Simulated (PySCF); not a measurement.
Input for PySCF: R-BP86/6-31G* on C2H8OSi (a complex), monomers drawn apart or pushed together.

```python
from pyscf import gto, scf, dft, mp
from pyscf.data.elements import chemcore

mol = gto.M(
    atom='''
    C     0.17191962    0.23390376   -0.28015803
    O    -0.81601692   -0.03472223    0.34573301
    H     1.15052900    0.38757413    0.21128807
    H     0.15313179    0.34125618   -1.38118745
    C    -1.42578728   -0.49280751    3.39134075
    Si    0.36394573   -0.02512551    3.10371542
    H    -1.49941212   -1.47442909    3.86328578
    H    -1.96055527   -0.52300131    2.44216705
    H    -1.91631354    0.23203988    4.04378856
    H     1.10194820    0.01999773    4.39267789
    H     0.48481785    1.31271133    2.47416033
    H     1.05202293   -1.00902364    2.23196263
    ''',
    basis='6-31g*',
    cart=True,
    charge=0, spin=0, verbose=3, max_memory=1800)
mf = dft.RKS(mol, xc='b88,p86')
mf.conv_tol = 1e-8
mf.max_cycle = 100
mf.kernel()
if not mf.converged:
    mf = mf.newton().run(mf.mo_coeff, mf.mo_occ)
```

Problem. Give the final energy of this run.

Solution. -445.7074 hartree.
